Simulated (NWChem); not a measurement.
System meant: GeSi2H8; SMILES [SiH3][GeH2][SiH3]

NWChem input:

```
start job
memory heap 200 mb stack 900 mb global 1100 mb
geometry units angstroms noautoz
  Ge    -0.729155     0.022402     0.000000
  Si     0.621016    -0.007872    -1.966355
  Si     0.621016    -0.007872     1.966355
  H     -1.612699     1.287864     0.000000
  H     -1.668626    -1.202124     0.000000
  H      1.464763    -1.241846    -1.980533
  H      1.519681     1.186698    -1.980148
  H     -0.227430     0.011508    -3.196745
  H     -0.227430     0.011508     3.196745
  H      1.464763    -1.241846     1.980533
  H      1.519681     1.186698     1.980148
end
basis spherical
  * library def2-svp
end
dft
  odft
  mult 2
  xc b3lyp
  iterations 150
  mulliken
end
task dft energy
```

End of the output:

```
 Summary of "ao basis" -> "" (spherical)
 ------------------------------------------------------------------------------
       Tag                 Description            Shells   Functions and Types
 ---------------- ------------------------------  ------  ---------------------
 *                          def2-svp                  on all atoms

                                 NWChem DFT Module
                                 -----------------

 Summary of "ao basis" -> "ao basis" (spherical)
 ------------------------------------------------------------------------------
       Tag                 Description            Shells   Functions and Types
 ---------------- ------------------------------  ------  ---------------------
 Ge                         def2-svp                12       32   5s4p3d
 Si                         def2-svp                 8       18   4s3p1d
 H                          def2-svp                 3        5   2s1p

 Summary of "ao basis" -> "ao basis" (spherical)
 ------------------------------------------------------------------------------
       Tag                 Description            Shells   Functions and Types
 ---------------- ------------------------------  ------  ---------------------
 Ge                         def2-svp                12       32   5s4p3d
 Si                         def2-svp                 8       18   4s3p1d
 H                          def2-svp                 3        5   2s1p

      Symmetry analysis of basis
      --------------------------

        a1         41
        a2         15
        b1         30
        b2         22

  number of electrons :                   68
  multiplicity        :                    2
 ------------------------------------------------------------------------
  no. of electrons and multiplicity not compatible                  68
 ------------------------------------------------------------------------
 ------------------------------------------------------------------------
  current input line :
    26: task dft energy
 ------------------------------------------------------------------------
 ------------------------------------------------------------------------
 There is an error in the input file
 ------------------------------------------------------------------------
 For more information see the NWChem manual at https://nwchemgit.github.io

0: no. of electrons and multiplicity not compatible:Received an Error in Communication
```

Q: What is wrong, and how is it mended?

A: The input was rejected before any calculation. Cause: the multiplicity doesn't fit the number of electrons (an even count wants an odd multiplicity, and the reverse). This input runs:
```
start job
memory heap 200 mb stack 900 mb global 1100 mb
geometry units angstroms noautoz
  Ge    -0.729155     0.022402     0.000000
  Si     0.621016    -0.007872    -1.966355
  Si     0.621016    -0.007872     1.966355
  H     -1.612699     1.287864     0.000000
  H     -1.668626    -1.202124     0.000000
  H      1.464763    -1.241846    -1.980533
  H      1.519681     1.186698    -1.980148
  H     -0.227430     0.011508    -3.196745
  H     -0.227430     0.011508     3.196745
  H      1.464763    -1.241846     1.980533
  H      1.519681     1.186698     1.980148
end
basis spherical
  * library def2-svp
end
dft
  xc b3lyp
  iterations 150
  mulliken
end
task dft energy
```
It converges to -2660.43561 Ha (B3LYP/def2-SVP).
